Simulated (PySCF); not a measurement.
H₆O₂P₂Sn. Atoms are numbered in the order given.

```xyz
11

O      0.2600     1.5938     1.4000
Sn     0.0000     0.0000     0.2161
O     -0.2600    -1.5938     1.4000
P      2.2304    -0.1006    -0.9929
P     -2.2304     0.1006    -0.9929
H     -0.4984     1.7317     1.9858
H      0.4984    -1.7317     1.9858
H      1.6542    -0.8362    -2.0769
H      1.9787     1.1613    -1.6178
H     -1.9787    -1.1613    -1.6178
H     -1.6542     0.8362    -2.0769
```

Geometry optimised at B3LYP-D3(BJ)/def2-SVP. The structure was generated by enumeration; whether it is a known compound was not checked. The def2 effective core potentials stand for the cores of Sn; spin–orbit coupling is left out. The values are those of a single conformer.

Calculation: M06-2X/def2-TZVP (PySCF).

Atomic charges (e):

```json
[
 {"atom": "O1", "Löwdin": "-0.38", "Mulliken": "-0.74"},
 {"atom": "Sn2", "Löwdin": "0.31", "Mulliken": "0.99"},
 {"atom": "O3", "Löwdin": "-0.38", "Mulliken": "-0.74"},
 {"atom": "P4", "Löwdin": "(withheld)", "Mulliken": "-0.27"},
 {"atom": "P5", "Löwdin": "(withheld)", "Mulliken": "-0.27"},
 {"atom": "H6", "Löwdin": "(withheld)", "Mulliken": "0.33"},
 {"atom": "H7", "Löwdin": "(withheld)", "Mulliken": "0.33"},
 {"atom": "H8", "Löwdin": "(withheld)", "Mulliken": "0.09"},
 {"atom": "H9", "Löwdin": "(withheld)", "Mulliken": "0.10"},
 {"atom": "H10", "Löwdin": "(withheld)", "Mulliken": "0.10"},
 {"atom": "H11", "Löwdin": "(withheld)", "Mulliken": "0.09"}
]
```

Task: Complete the blanks. (Estimate from the structure and the level; the computed values follow.)

Result: 
- P4, Löwdin: 0.02
- P5, Löwdin: 0.02
- H6, Löwdin: 0.16
- H7, Löwdin: 0.16
- H8, Löwdin: 0.03
- H9, Löwdin: 0.03
- H10, Löwdin: 0.03
- H11, Löwdin: 0.03
